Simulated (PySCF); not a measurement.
Species: [AlBr3(PMe3)], C3H9AlBr3P.
Bonds: C1–P2, P2–C3, P2–C4, P2–Al5, Al5–Br6, Al5–Br7, Al5–Br8. Hydrogens: H9, H10, H11 on C1; H12, H13, H14 on C3; H15, H16, H17 on C4.

Computed, not measured: PySCF 2.14.0, PBE0-D3(BJ)/def2-SVP geometry optimisation, gas phase.

Some entries are withheld. Bonds in one row agree within 0.01 Å.

| coordinate | value |
| --- | --- |
| C1–P2, P2–C3, P2–C4 | ? |
| P2–Al5 | ? |
| Al5–Br6, Al5–Br7, Al5–Br8 | ? |
| C1–H9 and 8 like bonds | 1.100 Å |
| C1–P2–C3 | ? |
| C1–P2–Al5 | ? |
| P2–Al5–Br6 | 101.5° |
| P2–Al5–Br7 | 99.9° |
| Br6–Al5–Br7 | ? |
| Br7–Al5–Br8 | ? |

**Question.** Estimate the withheld lengths and angles.

**Answer.** 
- C1–P2, P2–C3, P2–C4 = 1.817 Å, drawn single (ends: sp3 carbon bound to phosphorus; phosphorus bonded to Al and 3 C); 0.01 Å below the sum of covalent radii, 1.83 Å.
- P2–Al5 = 2.395 Å, drawn single (ends: phosphorus bonded to Al and 3 C; aluminium bonded to 3 Br and P); 0.11 Å above the sum of covalent radii, 2.28 Å.
- Al5–Br6, Al5–Br7, Al5–Br8 = 2.286 Å, drawn single (ends: aluminium bonded to 3 Br and P; bromine bonded to Al); 0.12 Å below the sum of covalent radii, 2.41 Å.
- C1–P2–C3 = 106.6°, at the phosphorus bonded to Al and 3 C; the outer atoms are 2.915 Å apart.
- C1–P2–Al5 = 112.0°, at the phosphorus bonded to Al and 3 C; the outer atoms are 3.508 Å apart.
- Br6–Al5–Br7 = 116.7°, at the aluminium bonded to 3 Br and P; the outer atoms are 3.893 Å apart.
- Br7–Al5–Br8 = 115.6°, at the aluminium bonded to 3 Br and P; the outer atoms are 3.866 Å apart.

Radii are Cordero's, carbon taken as 0.76, 0.73 or 0.69 Å for four, three, and two or fewer neighbours.

PBE0-D3(BJ)/def2-SVP frequencies: not computed here.

Hardware: an Arm Neoverse V2 with one thread, shared host with 32 logical CPUs at a one-minute load of 9.4. Cost: 3.7 min of wall time, 1.5 GiB resident at most. This is the geometry optimisation.

The values belong to the conformer `[CH3:1][P+:2]([CH3:3])([CH3:4])[Al-:5]([Br:6])([Br:7])[Br:8]`: C1–P2–Al5–Br6 176°.
